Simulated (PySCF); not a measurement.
C2H7BO2Si, SMILES OB(/C=C/[SiH3])O. Atoms are numbered in the order given.

```xyz
13

Si     2.6188    -0.2002     0.4251
C      0.7510    -0.3260     0.4629
C     -0.0785     0.3006    -0.3913
B     -1.6475     0.1977    -0.3582
O     -2.3352    -0.5704     0.5347
O     -2.3491     0.9159    -1.2719
H      3.1355     0.3493     1.7175
H      3.0287     0.6960    -0.6968
H      3.2331    -1.5514     0.2349
H      0.3153    -0.9634     1.2505
H      0.3627     0.9356    -1.1716
H     -1.7631    -1.0489     1.1415
H     -3.2988     0.7866    -1.1693
```
Charge 0, spin multiplicity 1.

Geometry optimised at PBE0-D3(BJ)/def2-SVP. The structure was generated by enumeration; whether it is a known compound was not checked. Other conformers were not sampled.

Level of theory: PBE/pcSseg-1 in PySCF.

GIAO shieldings, no solvent; atoms listed in one row are averaged. δ = σ(ref) − σ: ²⁹Si against TMS (σ = 335.4 ppm); ¹³C against TMS (σ = 182.0 ppm); ¹¹B against BF3 (σ = 83.9 ppm); ¹⁷O against H2O (σ = 334.3 ppm); ¹H against TMS (σ = 31.49 ppm), references at their B3LYP-D3(BJ)/def2-TZVP geometries, non-relativistic.

Computed chemical shifts:
```csv
nucleus,atoms,count,δ (ppm)
²⁹Si,Si1,1,-67.3
¹³C,C3,1,159.6
¹³C,C2,1,147.7
¹¹B,B4,1,11.1
¹⁷O,O6,1,127.7
¹⁷O,O5,1,109.7
¹H,H11,1,7.26
¹H,H10,1,6.75
¹H,H12,1,4.65
¹H,"H7, H8, H9",3,4.62
¹H,H13,1,4.19
```
